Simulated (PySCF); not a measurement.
EPR parameters of C2H13Si4

C₂H₁₃Si₄ (doublet state).
Geometry (GFN2-xTB, Å), atoms numbered from 1 in this order:
```
atom  x, y, z in Å
C1    -1.7265    1.1143    1.9618
Si2   -1.6742   -0.3701    0.9182
Si3   -2.6701    0.0228   -1.1616
Si4    0.5223   -1.0863    0.4964
C5     1.4877    0.3811   -0.2327
Si6    3.2400   -0.0104   -0.8466
H7    -2.1573    1.1388    2.9473
H8    -1.3042    2.0528    1.6425
H9    -2.3909   -1.4599    1.6134
H10   -2.5892   -1.1537   -2.0333
H11   -1.9850    1.1089   -1.8688
H12   -4.0834    0.3926   -1.0817
H13    1.2335   -1.5718    1.6864
H14    0.5519   -2.1913   -0.4768
H15    0.9144    0.8002   -1.0614
H16    1.5427    1.1689    0.5194
H17    4.0469   -0.5345    0.2567
H18    3.1644   -1.0022   -1.9212
H19    3.8671    1.2091   -1.3655
```

The hyperfine couplings belong to this conformer and change with its torsions.

The species is `[CH2][Si@@H]([SiH3])[SiH2]C[SiH3]` [radical].

Method: PySCF 2.14.0, UKS B3LYP, pcH-1 on C H Si, non-relativistic, mean-field spin-orbit, GIAO. Geometry: GFN2-xTB, one conformer, isolated molecule. Couplings are sensitive to structure, and on GFN2-xTB geometries they can be far from those on DFT ones. Stability of the SCF solution: not tested.

* g1, g2, g3: 2.00220, 2.00267, 2.00311
* g_iso: 2.00266
* Form of g: rhombic: the two nearest values differ by 48 % of g3 − g1
* ⟨S²⟩: 0.7543 (exact 0.7500)
* α and β electrons: 41, 40
* HOMO–LUMO gap, α and β orbitals: 5.89, 4.79 eV
* Total energy: -1242.01755 Eh
* Basis functions: 320

Isotropic coupling and dipolar principal values T1 to T3, in mT; ρ(0) is the spin density at the nucleus (MHz turned into mT with g_iso):

```
atom  isotope  a_iso  of which spin–orbit     T1     T2    T3  Mulliken spin population  ρ(0) (bohr⁻³)
  C1      13C   2.79                 0.00  -2.62  -2.60  5.22                      1.00         0.0696
 Si2     29Si   1.82                 0.00  -0.11   0.01  0.10                     -0.06        -0.0574
 Si3     29Si  -2.37                 0.00  -0.47   0.23  0.25                      0.05         0.0750
 Si4     29Si  -2.62                 0.00  -0.58   0.28  0.30                      0.06         0.0827
  C5      13C  -0.04                 0.00  -0.02   0.00  0.02                      0.00        -0.0011
 Si6     29Si  -0.06                 0.00  -0.01   0.00  0.00                      0.00         0.0018
  H7       1H  -2.02                 0.00  -1.27  -0.02  1.29                     -0.04        -0.0127
  H8       1H  -1.98                 0.00  -1.26  -0.03  1.29                     -0.04        -0.0124
  H9       1H   0.04                 0.00  -0.10  -0.09  0.19                      0.00         0.0002
 H10       1H   0.51                 0.00  -0.05  -0.02  0.07                      0.01         0.0032
 H11       1H  -0.05                 0.00  -0.06  -0.04  0.09                      0.00        -0.0003
 H12       1H  -0.06                 0.00  -0.06  -0.03  0.10                      0.00        -0.0004
 H13       1H   0.00                 0.00  -0.06  -0.03  0.09                      0.00         0.0000
 H14       1H   0.56                 0.00  -0.05  -0.02  0.07                      0.01         0.0035
 H15       1H   0.02                 0.00  -0.04  -0.03  0.07                      0.00         0.0002
 H16       1H  -0.01                 0.00  -0.06  -0.05  0.11                      0.00         0.0000
 H17       1H   0.00                 0.00  -0.01  -0.01  0.03                      0.00         0.0000
 H18       1H   0.01                 0.00  -0.01  -0.01  0.02                      0.00         0.0001
 H19       1H   0.05                 0.00  -0.01  -0.01  0.02                      0.00         0.0003
```

The Mulliken spin populations are largest on C1 (+1.00), Si2 (-0.06) and Si4 (+0.06). C1 is the only atom above +0.15. The angles at C1 add up to 360.0°, so it is planar; its axial dipolar tensor and the negative couplings of its protons fit spin in a p orbital normal to that plane.

Axes: g3 points within 9° of the C1–H7 bond.

Under fast tumbling the dipolar parts average out, and these isotropic splittings remain: 2 × 1H (H7/H8, I = 1/2, 3 lines) with 2.00 mT, 1 × 1H (H14, I = 1/2, 2 lines) with 0.56 mT, 3 × 1H (H10/H11/H12, I = 1/2, 4 lines) with 0.13 mT and 1 × 1H (H9, I = 1/2, 2 lines) with 0.04 mT.

Means are taken over nuclei equivalent by connectivity, which assumes that they swap fast. The three 1H nuclei of mean +3.7 MHz run from -1.8 to 14.4 MHz in the frozen geometry.

The 29Si coupling of Si4 (-73.4 MHz) shows only in satellite lines or after enrichment, since that isotope makes up about 4.7 % of natural silicon.

The 13C coupling of C1 (78.1 MHz) shows only in satellite lines or after enrichment, since that isotope makes up about 1.07 % of natural carbon.

Hardware: an INTEL XEON PLATINUM 8581C at 2.10 GHz with one thread, no GPU, shared host with 80 logical CPUs at a one-minute load of 17. Cost: 1.7 min wall (grids of density and orbitals included), 1.1 GiB resident at most.
